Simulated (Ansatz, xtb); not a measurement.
**Ranking isomers of C6H7BrO**

3 gas-phase structures of C6H7BrO, from a drawn sample of its isomers (lower ones may exist). Each was relaxed with GFN2-xTB; where two conformers were screened, the lower at r2SCAN-D4/def2-SVP is listed:

A. `COC1=CC(Br)=CC1`, a singlet
B. `Cc1occ(Br)c1C`, a singlet
C. `C=C1C[C@H](Br)CC1=O`, a singlet

Question: Which do you expect lowest at r2SCAN-D4/def2-SVP, and how would the others follow?

Answer: Calculated order at r2SCAN-D4/def2-SVP: B (0.0), C (1.2), A (20.0) kcal/mol. CCSD(T)/def2-SVP + ΔMP2/def2-TZVPP after further relaxation puts C lowest instead.

Energies above the lowest of each column, in kcal/mol; the last columns are at B3LYP/def2-SVP geometries and were run for some of them only (a dash: not run or not comparable):

```tsv
structure	GFN2-xTB	HF/STO-3G	r2SCAN-D4/def2-SVP	B3LYP/def2-SVP	CCSD(T)/def2-SVP + ΔMP2/def2-TZVPP
B	0.0	0.0	0.0	0.0	2.0
C	16.2	15.5	1.2	1.4	0.0
A	20.9	26.4	20.0	–	–
```

CCSD(T)/def2-SVP + ΔMP2/def2-TZVPP puts C lowest of those it was run on; GFN2-xTB picks B, HF/STO-3G picks B, r2SCAN-D4/def2-SVP picks B, B3LYP/def2-SVP picks B. CCSD(T)/def2-SVP + ΔMP2/def2-TZVPP orders those it was run on as C (0.0), B (2.0) kcal/mol. Some further structures that were screened fall inside this span and aren't listed. Flexible structures stand in one conformer each, not always the lowest. B keeps a small imaginary mode. Frequencies (GFN2-xTB) were run for B, C alone. ΔMP2 is the change of the MP2 energy from the smaller to the larger basis.

Programs: Ansatz 0.2.0, xtb 6.7.1.
